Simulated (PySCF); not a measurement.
PySCF input file for FGeH5OSi, SMILES F[SiH2][O][GeH3], PBE-D3(BJ)/def2-SVP. Geometry optimised at PBE-D3(BJ)/def2-SVP. This is a generated structure with no PubChem entry under its InChIKey; it may be hypothetical. Other conformers were not sampled.

```python
import numpy as np
from pyscf import gto, scf, dft, df
from pyscf.hessian import thermo

mol = gto.M(
    atom='''
    Si    1.71771495    0.38743278   -0.29184937
    F     1.87780004    1.12270071    1.16377552
    O     0.12108329    0.33232865   -0.72776379
    Ge   -1.30141178   -0.50755770    0.01002261
    H     2.28895153   -0.99180568   -0.13172586
    H     2.43789836    1.20856556   -1.31233486
    H    -1.98342589    0.48258254    0.98524856
    H    -2.22166163   -0.86975698   -1.17829148
    H    -0.79346142   -1.77473351    0.75040224
    ''',
    basis='def2-SVP',
    charge=0,
    spin=0,
    max_memory=1600,
    verbose=3,
)
mf = dft.RKS(mol, xc='pbe').density_fit(auxbasis='def2-universal-jkfit')
mf.disp = 'd3bj'
mf.grids.level = 3
mf.conv_tol = 1e-11
mf.max_cycle = 100
mf.kernel()

# [left out here: the lines that compute and print the analytic Hessian (its translational invariance restored by hand, since the grid's response is missing), thermochemistry and intensities]
```

Output:

```
converged SCF energy = -2543.53477707567

WARN: DFTD3 does not support analytical Hessian, using finite difference


WARN: Mole.unit (angstrom) is changed to Bohr

Mode                                 0                   1                   2
Irrep
Freq [cm^-1]                       29.2723             54.6756            106.3933
Reduced mass [au]                   4.3244              1.2254              3.9485
Force const [Dyne/A]                0.0022              0.0022              0.0263
Char temp [K]                      42.1163             78.6660            153.0762
Normal mode                   x     y     z       x     y     z       x     y     z
       0  Si                 0.00  0.03 -0.03    0.01 -0.00  0.00    0.06  0.06 -0.02
       1   F                -0.12 -0.09  0.04   -0.06  0.02 -0.00    0.06  0.00  0.01
       2   O                 0.02 -0.06 -0.09    0.02 -0.06 -0.04    0.05 -0.12  0.06
       3  Ge                 0.02  0.02  0.02    0.01  0.01  0.01   -0.05 -0.00 -0.01
       4   H                 0.11  0.06 -0.13    0.05  0.02  0.04    0.26  0.13 -0.13
       5   H                -0.03  0.17  0.06    0.01  0.00  0.01   -0.11  0.22 -0.01
       6   H                 0.01  0.15 -0.12    0.34 -0.13  0.38   -0.03  0.07 -0.07
       7   H                 0.04 -0.15  0.07   -0.25  0.47  0.07   -0.00  0.05 -0.06
       8   H                 0.03  0.13  0.20   -0.08 -0.26 -0.40   -0.20 -0.03  0.05
Mode                                 3                   4                   5
Irrep
Freq [cm^-1]                      314.8547            503.6102            609.8667
Reduced mass [au]                   8.8330              5.4000              1.1146
Force const [Dyne/A]                0.5159              0.8069              0.2443
Char temp [K]                     453.0057            724.5830            877.4624
Normal mode                   x     y     z       x     y     z       x     y     z
       0  Si                 0.07 -0.03 -0.05   -0.09 -0.01  0.01   -0.01  0.03 -0.01
       1   F                -0.12 -0.01 -0.05    0.00 -0.00 -0.02   -0.00 -0.01  0.00
       2   O                 0.02  0.06  0.14   -0.04 -0.09  0.11    0.00  0.04 -0.02
       3  Ge                -0.00  0.00  0.00    0.05  0.02 -0.02    0.01 -0.02  0.01
       4   H                 0.10 -0.02 -0.07    0.01  0.02 -0.07   -0.22 -0.05  0.08
       5   H                 0.06 -0.03 -0.06   -0.30  0.07 -0.07    0.19 -0.12  0.01
       6   H                -0.11 -0.07 -0.00    0.01  0.04 -0.06    0.18  0.34 -0.23
       7   H                 0.10  0.04 -0.09    0.09  0.09 -0.07    0.11  0.30 -0.17
       8   H                -0.04 -0.03 -0.03   -0.13 -0.03  0.02   -0.63 -0.16  0.19
Mode                                 6                   7                   8
Irrep
Freq [cm^-1]                      624.3637            687.3749            719.2568
Reduced mass [au]                   1.1293              1.5221              1.0803
Force const [Dyne/A]                0.2594              0.4237              0.3293
Char temp [K]                     898.3203            988.9794           1034.8504
Normal mode                   x     y     z       x     y     z       x     y     z
       0  Si                 0.01 -0.01  0.01   -0.00  0.07 -0.03   -0.01  0.00  0.00
       1   F                -0.00  0.01 -0.00   -0.01 -0.04  0.01    0.00  0.03 -0.02
       2   O                -0.01  0.03  0.05    0.01 -0.07  0.06    0.01 -0.04  0.03
       3  Ge                -0.00 -0.01 -0.02    0.00  0.01 -0.01   -0.00  0.00 -0.00
       4   H                 0.06  0.00 -0.06   -0.36 -0.03  0.39   -0.43 -0.23 -0.45
       5   H                -0.05  0.05  0.01    0.28 -0.40 -0.21    0.43  0.22  0.49
       6   H                 0.51  0.36 -0.03    0.02 -0.04  0.05   -0.01 -0.03  0.03
       7   H                -0.48 -0.17  0.41   -0.09 -0.09  0.09   -0.00 -0.03  0.01
       8   H                 0.03  0.12  0.18    0.20  0.07 -0.04    0.08  0.02 -0.02
Mode                                 9                  10                  11
Irrep
Freq [cm^-1]                      821.6194            835.4031            837.4897
Reduced mass [au]                   1.3102              1.0253              2.5343
Force const [Dyne/A]                0.5211              0.4216              1.0473
Char temp [K]                    1182.1274           1201.9591           1204.9612
Normal mode                   x     y     z       x     y     z       x     y     z
       0  Si                 0.04 -0.01 -0.02   -0.01 -0.00 -0.00    0.00  0.04  0.07
       1   F                 0.00  0.03  0.06    0.00 -0.00 -0.00   -0.01 -0.07 -0.14
       2   O                -0.06 -0.01 -0.01    0.01  0.00  0.00    0.01  0.01 -0.01
       3  Ge                 0.02  0.01 -0.01   -0.00  0.01  0.01    0.00  0.00 -0.00
       4   H                -0.15 -0.09 -0.14    0.02  0.01  0.03    0.06  0.09  0.30
       5   H                -0.06 -0.06 -0.13    0.01  0.01  0.02    0.05  0.17  0.22
       6   H                -0.34 -0.28  0.05    0.09  0.27 -0.24   -0.14 -0.17  0.08
       7   H                -0.30 -0.23  0.29    0.14 -0.51  0.03   -0.13 -0.15  0.14
       8   H                -0.47 -0.17  0.05   -0.06 -0.39 -0.63   -0.25 -0.07  0.06
Mode                                12                  13                  14
Irrep
Freq [cm^-1]                      842.0696            927.2789            941.5240
Reduced mass [au]                   1.0254              1.1393              1.3615
Force const [Dyne/A]                0.4284              0.5772              0.7111
Char temp [K]                    1211.5507           1334.1479           1354.6434
Normal mode                   x     y     z       x     y     z       x     y     z
       0  Si                 0.00 -0.00 -0.01    0.03  0.01  0.02    0.01 -0.03 -0.07
       1   F                 0.00  0.00  0.01   -0.02 -0.01 -0.02    0.01  0.02  0.04
       2   O                -0.00  0.00 -0.00    0.06  0.01 -0.01   -0.05 -0.01  0.02
       3  Ge                -0.01  0.01 -0.01   -0.01 -0.00  0.00    0.00  0.00 -0.00
       4   H                -0.02 -0.01 -0.01   -0.59 -0.24  0.05   -0.04  0.03  0.61
       5   H                -0.01 -0.02 -0.03   -0.58  0.27 -0.20    0.01  0.47  0.35
       6   H                 0.47 -0.20  0.52    0.03  0.04 -0.01    0.01  0.01 -0.00
       7   H                 0.39 -0.42 -0.16    0.03  0.01 -0.03    0.02  0.03 -0.02
       8   H                -0.22  0.01  0.21    0.07  0.01 -0.02    0.01  0.01  0.01
Mode                                15                  16                  17
Irrep
Freq [cm^-1]                     1003.5963           2076.9665           2103.1143
Reduced mass [au]                   6.2231              1.0164              1.0214
Force const [Dyne/A]                3.6929              2.5834              2.6617
Char temp [K]                    1443.9516           2988.2923           3025.9132
Normal mode                   x     y     z       x     y     z       x     y     z
       0  Si                -0.08 -0.02 -0.04    0.00  0.00  0.00    0.00 -0.00  0.00
       1   F                 0.01  0.01  0.03   -0.00 -0.00 -0.00   -0.00 -0.00 -0.00
       2   O                 0.19  0.04  0.01   -0.00 -0.00  0.00   -0.00 -0.00  0.00
       3  Ge                -0.01 -0.00  0.00    0.00 -0.01  0.01   -0.01  0.01  0.00
       4   H                 0.05  0.05  0.06    0.01 -0.04  0.00   -0.00  0.01 -0.00
       5   H                 0.00  0.04  0.06   -0.00  0.01 -0.01    0.00  0.00 -0.01
       6   H                -0.12 -0.14  0.05    0.10 -0.16 -0.13    0.40 -0.60 -0.59
       7   H                -0.14 -0.08  0.13    0.11  0.02  0.14    0.12  0.07  0.18
       8   H                -0.13 -0.02  0.05   -0.32  0.77 -0.45    0.08 -0.20  0.14
Mode                                18                  19                  20
Irrep
Freq [cm^-1]                     2115.6928           2177.4622           2216.7068
Reduced mass [au]                   1.0238              1.0386              1.0444
Force const [Dyne/A]                2.7000              2.9012              3.0236
Char temp [K]                    3044.0109           3132.8833           3189.3475
Normal mode                   x     y     z       x     y     z       x     y     z
       0  Si                -0.00  0.00 -0.00   -0.01  0.03 -0.00    0.02  0.02 -0.02
       1   F                 0.00  0.00 -0.00   -0.00  0.00  0.00    0.00  0.00 -0.00
       2   O                 0.00  0.00 -0.00   -0.00 -0.00  0.00    0.00  0.00 -0.00
       3  Ge                 0.01  0.00  0.01    0.00  0.00 -0.00   -0.00 -0.00 -0.00
       4   H                -0.00  0.01 -0.00    0.37 -0.90  0.10    0.04 -0.08  0.00
       5   H                -0.01 -0.01  0.01    0.04  0.06 -0.07   -0.47 -0.54  0.67
       6   H                 0.13 -0.18 -0.15   -0.00 -0.00  0.00    0.00 -0.00 -0.00
       7   H                -0.56 -0.22 -0.73   -0.01 -0.00 -0.01    0.01  0.00  0.01
       8   H                -0.03  0.10 -0.03    0.01 -0.04  0.02    0.00 -0.00  0.00
temperature 298.1500 [K]
pressure 101325.00 [Pa]
Rotational constants [GHz] 9.91814 1.44719 1.33111
Symmetry number 1
Zero-point energy (ZPE) 0.04681 [Eh]   122907.872 [J/mol]
                           tot       elec      trans        rot        vib
Entropy [J/mol/K]       361.123      0.000    170.443    113.898     76.782
Cv [J/mol/K]             92.441      0.000     12.472     12.472     67.497
Cp [J/mol/K]            100.755      0.000     20.786     12.472     67.497
Internal energy [J/mol]                      3718.434   3718.434 133367.634
Internal energy [Eh]   -2543.48115  -2543.53478
Enthalpy [J/mol]                             6197.391   3718.434 133367.634
Enthalpy [Eh]          -2543.48020
Gibbs free energy [J/mol]                  -44620.279 -30240.356 110475.133
Gibbs free energy [Eh] -2543.52121
mode   freq/cm-1   IR/(km/mol)
   1       29.27         2.326
   2       54.68         0.415
   3      106.39         1.955
   4      314.85        16.086
   5      503.61        13.254
   6      609.87         6.699
   7      624.36        34.499
   8      687.37       119.465
   9      719.26         2.019
  10      821.62       375.579
  11      835.40        47.826
  12      837.49        42.497
  13      842.07        43.889
  14      927.28        80.942
  15      941.52       160.316
  16     1003.60       330.456
  17     2076.97        63.499
  18     2103.11        96.709
  19     2115.69       105.476
  20     2177.46       120.922
  21     2216.71       132.924
max |gradient| / (hartree/bohr): 0.00018568781635513207
APT charges: [ 1.6946 -0.595  -1.1489  1.3288 -0.2848 -0.2725 -0.2424 -0.2335 -0.2462]
```

The calculation finished and met its thresholds.

Cost: roughly 110 core-seconds.
